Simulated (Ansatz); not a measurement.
Basis-set extrapolation for F$_{2}$H$_{4}$SSi$_{2}$ (`F[SiH2][SiH](F)S`) (PBE0-D4/def2-TZVP geometry, frozen core, the Gaussian-basis code of Ansatz). Multiplicity 1, RHF reference.

```csv
,def2-TZVPP,def2-QZVPP
HF,-1176.889402,-1176.928736
MP2 correlation,-0.914085,-0.998704
CCSD(T) correlation,-0.992749,not run
```

Energies in hartree. Use E(X) = E(∞) + A·exp(−7.88·√X) for Hartree–Fock and E(X) = E(∞) + B·X^(−2.97) for correlation, with X = 3 and 4, and add CCSD(T) minus MP2 of the smaller set to the MP2 limit.

What is the CCSD(T) energy at the basis-set limit?

HF limit: -1176.928736 + (-0.039334) × 0.13774 = -1176.93415. MP2 limit: -0.998704 + (-0.084619) × 0.74074 = -1.06138. Higher-order term: -0.992749 − (-0.914085) = -0.07866. Total: -1178.07419 hartree, 504.2 kJ/mol below CCSD(T)/def2-TZVPP.
